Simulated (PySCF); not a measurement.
Excitations are Tamm–Dancoff values on a coarser integration grid. The basis has no diffuse functions, so Rydberg states are missing or too high.

Cartesian coordinates (Å):
SMILES: OB(S)O
```xyz
7

O     -0.4077     1.0523    -0.6007
B     -0.1981    -0.2046    -0.1177
O     -1.2666    -0.9881     0.1635
S      1.4374    -0.9577     0.1965
H      0.3762     1.5723    -0.7845
H     -2.1060    -0.5536    -0.0179
H      2.1818     0.0867    -0.1871
```
Charge 0, spin multiplicity 1.

Q: What T1 excitation (TDA), S1–T1 gap (TDA) and brightest of the four lowest singlets (TDA) does CAM-B3LYP-D3(BJ)/def2-TZVP run with PySCF 2.14.0 give?

A: 
| Quantity | Value |
|---|---|
| T1 excitation (TDA) | 5.67 eV |
| S1–T1 gap (TDA) | 0.49 eV |
| brightest of the four lowest singlets (TDA) | 7.91 eV |
